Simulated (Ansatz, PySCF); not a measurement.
Gas-phase reaction in SMILES: [I][Pb][I] → [I][Pb] + I atom (the I-Pb bond at the site shown breaks; other sites are not compared here)
Each molecule is optimised on its own at B3LYP-D3(BJ)/def2-TZVP (Ansatz, a quantum-chemistry and plane-wave program). Frequencies are from Ansatz or PySCF. A spin state is the lowest found, not a proven ground state.

Wanted: bond dissociation energy (0 K, with B3LYP-D3(BJ) harmonic zero-point energies), in kJ/mol. Valence correlation only, unless marked. Open shells are spin-unrestricted. Spin-orbit coupling is left out. The frozen core is the preceding noble-gas configuration, with the filled d and f shells of earlier blocks. Past Kr the def2 sets carry scalar-relativistic core potentials. CBS marks a two-point X^-3 extrapolation of the correlation energy; Hartree-Fock from the larger set.

```json
[
 {"level": "HF/def2-TZVPPD", "program": "Ansatz", "bond dissociation energy (kJ/mol)": "178.6"},
 {"level": "PBE-D4/def2-TZVPD", "program": "Ansatz + dftd4", "bond dissociation energy (kJ/mol)": "311.2"}
]
```

Question: Estimate the value at CCSD(T)/CBS(def2-TZVPP,def2-QZVPP) as computed with Ansatz.

Answer: 290.1 kJ/mol, so PBE-D4/def2-TZVPD differs from it by 21.1 kJ/mol.
